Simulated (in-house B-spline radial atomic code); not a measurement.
**RPA and G0W0 on PBE0: F7+**

Configuration 1s2, mean-field start PBE0. Computed with a B-spline radial code for spherical atoms: all electrons, non-relativistic, point nucleus, each spin shell either full or empty, empty states to l = 9 with an (l + 1/2)⁻⁴ tail; G0W0 by contour deformation at full frequency.

Relativity, left out, deepens the 1s level by about Z⁴α²/8 hartree.

Command:
```bash
python run_gw.py task.json out
```
Settings (radii: box in bohr, nucleus in fm):
```
Z                        9
electrons                2
configuration            1s2
hamiltonian              nr
method                   pbe0
lmax                     9
spin_polarised           False
box_radius               8.41
intervals                44
ion_configuration        1s1
```

Run time, properties included: 0.9 s on 1 thread of Arm Neoverse N1, on a shared host.

Energies (hartree):

```json
{"term": "mean-field total", "value": "-75.45589"}
{"term": "Hartree-Fock functional on these orbitals", "value": "-75.48533"}
{"term": "direct second order", "value": "-0.092542"}
{"term": "second-order exchange", "value": "0.046272"}
{"term": "SOSEX correction", "value": "0.044963"}
```

(1) What is the RPA correlation energy, and what remains with SOSEX?

Quasi-particle levels (eV):

| level | occupied | mean field | Σx - vxc | Σc | QP weight | G0W0 |
| --- | --- | --- | --- | --- | --- | --- |
| 1s | yes | -913.32 | -40.33 | ? | ? | ? |
| 2s | no | -191.50 | 6.86 | -0.22 | 1.000 | -184.86 |

G0W0 = mean field + (Σx - vxc) + Σc, with Σc (partial-wave tail included) taken at the quasi-particle energy.

(2) Where does G0W0 put 1s?

(3) What does it cost to remove one electron (to 1s1) by differences of total energies, each species on its own start (correlation terms add to the Hartree-Fock functional)?

## Answers

(1) RPA gives -0.089924 hartree (-1.22 eV per electron); RPA + SOSEX gives -0.044961, and the second-order doubles -0.04627 hartree (no singles). SOSEX takes back 50 % of the RPA value, the self-correlation of each of the two electrons.

(2) At -953.05 eV, with Σc = 0.60 eV and a quasi-particle weight of 0.996. The tabulated removal energy is 953.898 eV (NIST, tabulated theory).

(3) PBE0 952.22 eV, Hartree-Fock functional 952.01 eV, + RPA 953.84 eV, + RPA + SOSEX 953.23 eV, + second order 953.27 eV. Tabulated: 953.898 eV (NIST, tabulated theory).
